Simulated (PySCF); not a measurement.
H3OSi (SMILES [OH+]=[SiH2]), charge +1, singlet, geometry from GFN2-xTB. Base run: PySCF with CCSD(T)/def2-SVP.

PySCF was given this input:
```python
from pyscf import gto, scf, cc

mol = gto.Mole()
mol.atom = '''
    O     0.968061   -0.292747   -0.018010
    Si   -0.526718    0.137832    0.008496
    H     1.907151   -0.081403   -0.005379
    H    -0.914602    1.533462    0.093401
    H    -1.362990   -1.039731   -0.062880
'''
mol.basis = 'def2-svp'
mol.charge = 1
mol.spin = 0
mol.verbose = 5
mol.build()

mf = scf.RHF(mol)
mf.kernel()

mycc = cc.CCSD(mf)
mycc.kernel()
et = mycc.ccsd_t()
print('E(CCSD(T)) = %.10f' % (mycc.e_tot + et))
mf.analyze()
```

Each row names what was changed in the base input (with any setting that the change needs).

```json
[
 {"change": "base", "ΔE vs base (mEh)": "0.000", "MP2 correlation (Eh)": "-0.28102", "CC correlation without the perturbative part (Eh)": "-0.30156", "basis functions": "47"},
 {"change": "cc.conv_tol = 1e-5", "ΔE vs base (mEh)": "0.000", "MP2 correlation (Eh)": "-0.28102", "CC correlation without the perturbative part (Eh)": "-0.30156", "basis functions": "47"},
 {"change": "method = cisd", "ΔE vs base (mEh)": "27.892", "MP2 correlation (Eh)": "-", "CC correlation without the perturbative part (Eh)": "-", "basis functions": "47"},
 {"change": "cc.direct = True", "ΔE vs base (mEh)": "0.000", "MP2 correlation (Eh)": "-0.28102", "CC correlation without the perturbative part (Eh)": "-0.30156", "basis functions": "47"},
 {"change": "cc.conv_tol = 1e-9", "ΔE vs base (mEh)": "0.000", "MP2 correlation (Eh)": "-0.28102", "CC correlation without the perturbative part (Eh)": "-0.30156", "basis functions": "47"},
 {"change": "cc.level_shift = 0.2", "ΔE vs base (mEh)": "0.000", "MP2 correlation (Eh)": "-0.28102", "CC correlation without the perturbative part (Eh)": "-0.30156", "basis functions": "47"},
 {"change": "frozen = 5", "ΔE vs base (mEh)": "10.367", "MP2 correlation (Eh)": "-0.27038", "CC correlation without the perturbative part (Eh)": "-0.29146", "basis functions": "47"},
 {"change": "cc.diis_space = 3", "ΔE vs base (mEh)": "0.000", "MP2 correlation (Eh)": "-0.28102", "CC correlation without the perturbative part (Eh)": "-0.30156", "basis functions": "47"},
 {"change": "frozen = 7", "ΔE vs base (mEh)": "72.188", "MP2 correlation (Eh)": "-0.21260", "CC correlation without the perturbative part (Eh)": "-0.23071", "basis functions": "47"},
 {"change": "method = mp2", "ΔE vs base (mEh)": "26.893", "MP2 correlation (Eh)": "-0.28102", "CC correlation without the perturbative part (Eh)": "-", "basis functions": "47"}
]
```
